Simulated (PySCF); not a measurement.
**Identify the compound**

The spectra below were simulated for a compound CH₁₀Si₄.

¹H NMR (500 MHz, computed): δ 4.88 (m, 1H), 4.17 (m, 2H), 4.14 (m, 1H), 4.09 (m, 1H), 4.04 (m, 2H), 0.43 (d, 3H).

¹³C{¹H} NMR (computed): δ -4.9 (CH3).

PySCF 2.14.0 with density-fitted response routines calculation with NMR shieldings at PBE0/pcSseg-1/GIAO and GFN2-xTB structure; single conformer, no solvent, no relativistic terms, one averaged value for each set of equivalent atoms.

Referencing at the same level of theory: ¹H and ¹³C against TMS.

Question: Propose a structure and justify it.

Answer: 
- The formula gives 1 degree of unsaturation (1 ring in the answer).
- Carbon types of the structure: 1 × CH3, leaving 7 H on heteroatoms.
- δC -4.9: methyl carbon bonded to Si; an electropositive neighbour leaves it electron-rich and shielded.
- δH 4.88: hydrogen on a silicon bonded to C, 2 Si, in a 4-membered ring.
- δH 4.17, 4.14, 4.09, 4.04: hydrogen on a silicon bonded to 2 Si, in a 4-membered ring.
- δH 0.43: hydrogen on a methyl carbon bonded to Si; an electropositive neighbour shields it, as in TMS itself.

These data were computed for SMILES C[SiH]1[SiH2][SiH2][SiH2]1.

This is the structure that produced the data.

Shifts are as computed. Against solution values, carbons near 30 ppm lie about +3 ppm off and those near 130 ppm about +5 ppm. Of 1211 compounds with measured shifts, 218 miss one by over three times the rms of a fit or turn the order of signals round; such compounds aren't used in these exercises. No couplings were computed; multiplicities are counted from neighbouring protons, with m where these are inequivalent, close in shift, in a saturated or five-membered ring or joined by F or P, and br s for small geminal =CH2 splittings.
